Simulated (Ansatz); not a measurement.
The cation of `[OH][Al]([F])[SH]` at the neutral geometry.

```yaml
crystal:
  periodic: [false, false, false]
  atoms:
    - {symbol: O, position_ang: [1.399563, -0.456348, -1.028912]}
    - {symbol: Al, position_ang: [0.238559, -0.260759, 0.168068]}
    - {symbol: F, position_ang: [0.421348, -1.100986, 1.565665]}
    - {symbol: S, position_ang: [-1.478595, 1.043103, -0.050262]}
    - {symbol: H, position_ang: [1.392230, -0.019295, -1.877868]}
    - {symbol: H, position_ang: [-1.931004, 0.730385, 1.177109]}
basis:
  gaussian: {orbitals: def2-TZVPP}
total_charge: 1
magnetization: {spin_polarized: true, initial_magnetization: 1}
hamiltonian: {xc: pbe0, dispersion: d4}
```

```sh
$ ansatz run in.yaml --threads 2 --pin off --events-out ev --progress --plain
```

Shortened log:

```
Functional definition: PBE0
1040 factors; their error is unknown
mean field evaluation 1: about -22197.3270 eV, gradient 7.4e1 eV
mean field evaluation 2: about -22027.9863 eV, gradient 1.8e2 eV
mean field evaluation 4: about -22206.2979 eV, gradient 3.8e1 eV
mean field evaluation 8: about -22214.3820 eV, gradient 9.9e-1 eV
mean field evaluation 16: about -22214.4213 eV, gradient 4.5e-3 eV
mean field -22214.42134042 eV, -816.3649267850 hartree, gradient 5.3e-5 eV, S^2 0.756689; 4 other end points of the search recorded, 0 dependent functions left out
reference -22214.42136923 eV, -816.3649278435 hartree; 24, 23 occupied and 150, 151 virtual orbitals, 1040 factors
Total energy: -22214.50627723 eV, -816.3680481552 hartree
```

Run time 10 s (2 threads of a server CPU on a shared host); peak host memory 0.49 GiB.
